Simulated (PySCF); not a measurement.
Si(Br)(Me)(OH)2 (CH₅BrO₂Si), SMILES C[Si](O)(O)Br.

The structure is a stationary point at B3LYP-D3(BJ)/def2-SVP. One conformer was computed; it need not be the lowest.

Two levels are set side by side: PBE/def2-TZVP (PySCF) and HF/def2-TZVP (PySCF). Same geometry, gas phase. Differences are taken from unrounded values.

```
quantity                         HF    PBE  PBE minus HF
---------------------------  ------  -----  ------------
orbital gap (eV)              14.77   6.67         -8.10
highest occupied level (eV)  -11.44  -7.06          4.38
lowest empty level (eV)        3.33  -0.39         -3.71
dipole moment (D)              0.97   0.91         -0.06
mean polarisability (bohr³)    56.3   64.1           7.8
```

Without exact exchange PBE keeps part of each electron's self-repulsion, which lifts occupied levels and narrows the gap. PBE's more diffuse valence density responds more strongly to a field. Differences between two approximate levels are no errors against the true value.

Rough cost on one machine, each run with all the roots and properties that it gave: HF against PBE about 1/2.
